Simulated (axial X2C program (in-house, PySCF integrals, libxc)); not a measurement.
## Bond lengths and stretching modes, held linear, of CSnO

Computed with an axial X2C code built on PySCF integrals: two-component X2C with atomic mean-field Coulomb and Gaunt terms, Gaussian nuclei, basis C dyall-v3z, Sn dyall-v3z, O dyall-av3z with contracted cores. Spin-free rows use the one-electron spin-free X2C Hamiltonian.

Masses C 12.000, Sn 119.902, O 15.995 u. States: 2c Ω = 1 (beyond evenly filled blocks: ω = -1/2, ω = 3/2); spin-free M_S = 1, Λ = 0 (beyond evenly filled blocks: π+α, π-α).

PBE0, spin-free: energies above the lowest point

```tsv
r(C–Sn) (Å)	r(Sn–O) (Å)	E (meV)
2.0650	1.7745	52.18
2.0650	1.8200	16.21
2.0650	1.8655	57.55
2.1180	1.7745	36.88
2.1180	1.8200	0.00
2.1180	1.8655	40.67
2.1180	1.9110	141.80
2.1709	1.7745	50.94
2.1709	1.8200	13.15
2.1709	1.8655	53.15
2.2239	1.8200	47.95
2.2239	1.9110	187.51
```

Question: Fit a quadratic surface with cubic terms in each bond: where is the minimum, and what are the two stretching wavenumbers?

Answer: At PBE0, spin-free: bonds 2.118 and 1.817 Å; harmonic stretches 506.4 and 859.4 cm⁻¹; force constants 1.68, 6.09 and coupling -0.04 mdyn/Å.

The other levels and Hamiltonians give:

```json
{"Hamiltonian": "2c", "level": "PBE0", "r(C–Sn) (Å)": "2.119", "r(Sn–O) (Å)": "1.818", "lower stretch (cm⁻¹)": "505.9", "upper stretch (cm⁻¹)": "858.4"}
{"Hamiltonian": "2c", "level": "PBE", "r(C–Sn) (Å)": "2.126", "r(Sn–O) (Å)": "1.850", "lower stretch (cm⁻¹)": "509.1", "upper stretch (cm⁻¹)": "789.3"}
{"Hamiltonian": "spin-free", "level": "PBE", "r(C–Sn) (Å)": "2.125", "r(Sn–O) (Å)": "1.850", "lower stretch (cm⁻¹)": "509.5", "upper stretch (cm⁻¹)": "790.0"}
```

Each state is one determinant, the lowest of a limited PBE0 search; the stretches come from a fit to these few points and carry an uncertainty of a few per cent. Other orders of the atoms were not compared. Left out for rough or failed fits: HF 2c, MP2 2c, HF spin-free, MP2 spin-free. The molecule was held linear; bending was not examined, so a bent shape may lie lower. Open-shell Ω = 0 determinants with evenly filled partner blocks cannot be reached by this program, so the Ω shown need not be the lowest component. Note: several unpaired electrons, one determinant need not be a pure state.
